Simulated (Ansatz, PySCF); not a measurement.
Molecule: MgO (charge 0, triplet). This is an excited triplet: at this geometry the singlet lies 0.07 eV lower at CCSD(T)/CBS(def2-TZVPPD,def2-QZVPPD). 
Geometry from a B3LYP-D3(BJ)/def2-TZVP (Ansatz, a quantum-chemistry and plane-wave program) optimisation:
```xyz
2

Mg     0.0000     0.0000    -0.7564
O      0.0000     0.0000     1.1347
```
Charge 0, spin multiplicity 3.

Dipole moments at this geometry, in debye (magnitudes).

```csv
level,program,dipole (D)
HF/def2-TZVPD,PySCF,3.38
BP86/def2-TZVPD,PySCF,3.02
B97M-V/def2-TZVPD,Ansatz,3.11
PBE0/def2-TZVPD,Ansatz,3.18
TPSSh/def2-TZVPD,PySCF,2.93
MN15/def2-TZVPD,PySCF,3.59
LC-wPBE/def2-TZVPD,Ansatz,___
wB97M-V/def2-TZVPD,Ansatz,3.42
CCSD(T)/def2-SVPD,Ansatz,___
```

Q: What belongs in the gaps?

A: 
- LC-wPBE/def2-TZVPD, dipole (D): 3.21
- CCSD(T)/def2-SVPD, dipole (D): 3.22
